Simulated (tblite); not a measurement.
Species: C5H10B2OS.
Cartesian coordinates in Å at the GFN2-xTB level; atoms count from 1:
```xyz
19
C5H10B2OS angstrom
C     -4.2280   -0.0462   -1.0064
B     -2.8055    0.5838   -1.3439
O     -1.7402    0.2417   -0.6677
B     -0.7293   -0.0792    0.0834
S     -0.3745    0.8740    1.5851
C      1.1569    0.0227    2.1939
C      2.2445    0.1430    1.2603
C      3.1072    0.2699    0.4366
C      4.1771    0.4077   -0.5261
H     -4.6335   -0.5702   -1.8695
H     -4.1956   -0.7449   -0.1742
H     -4.9431    0.7358   -0.7598
H     -2.6827    1.3626   -2.2241
H     -0.0216   -0.9810   -0.1832
H      1.3970    0.5139    3.1369
H      0.9038   -1.0230    2.3742
H      5.0017   -0.2553   -0.2656
H      3.8174    0.1486   -1.5215
H      4.5387    1.4356   -0.5360
```

Level: GFN2-xTB in tblite, geometry and Hessian alike; calculated harmonic values, unscaled, isolated species. This tight-binding method is rough: wavenumbers can miss measured ones by several per cent, in bad cases by 10 to 20. Modes of hydrogen on boron can be 10 to 20 % off. One conformer, not necessarily the lowest. The optimisation stopped once no atom felt more than 0.01 eV/Å.

Lowest wavenumbers of the output (negative numbers stand for imaginary wavenumbers):
```
mode    cm-1
  1     -30.2
  2      30.6
  3      40.9
  4      64.4
  5      75.7
  6      99.9
  7     134.8
  8     184.7
  9     208.1
 10     227.9
```

Is this structure a minimum?

Not by this Hessian. 1 mode is imaginary beyond 20i (30i cm⁻¹), so at this level the point lies at or near a first-order saddle. The curvature is small, so loose convergence or finite differences may be the whole cause.

Which atoms move in the imaginary mode?

30i: H17 (methyl hydrogen) 34 %, H19 (methyl hydrogen) 33 %, H18 (methyl hydrogen) 32 %. These are shares of the mass-weighted motion.

What is the remedy?

Step along that mode in both directions, optimise again with tighter thresholds and repeat the frequencies. The zero-point energy of this point (88.5 kcal/mol) counts the 50 real modes alone, and thermal corrections from it aren't those of a minimum.
